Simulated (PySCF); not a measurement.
F2HOS, SMILES S(=[OH+])(F)F, charge +1.

The structure is a stationary point at PBE-D3(BJ)/def2-SVP. The isomer is the one that the SMILES or the coordinates give; other isomers of the formula were not compared.

Method: PBE-D3(BJ)/def2-SVP run with PySCF.

Frequencies are harmonic and unscaled.

Computed harmonic wavenumbers and intensities:
| mode | ν (cm⁻¹) | IR (km/mol) | moving atoms (share of kinetic energy) |
|---|---|---|---|
| 1 | 291 | 24.6 | F 36 %, H 35 %, O 20 %, S 8 % |
| 2 | 352 | 21.1 | F 74 %, O 13 %, S 11 % |
| 3 | 448 | 48.2 | F 43 %, S 28 %, O 16 %, H 13 % |
| 4 | 461 | 164.9 | H 59 %, O 29 %, F 9 % |
| 5 | 837 | 56.3 | F 38 %, O 25 %, H 23 %, S 14 % |
| 6 | 870 | 164.1 | F 58 %, S 41 % |
| 7 | 912 | 289.8 | S 35 %, O 25 %, F 25 %, H 16 % |
| 8 | 1060 | 18.7 | H 44 %, S 29 %, O 26 % |
| 9 | 3439 | 364.9 | H 94 % |
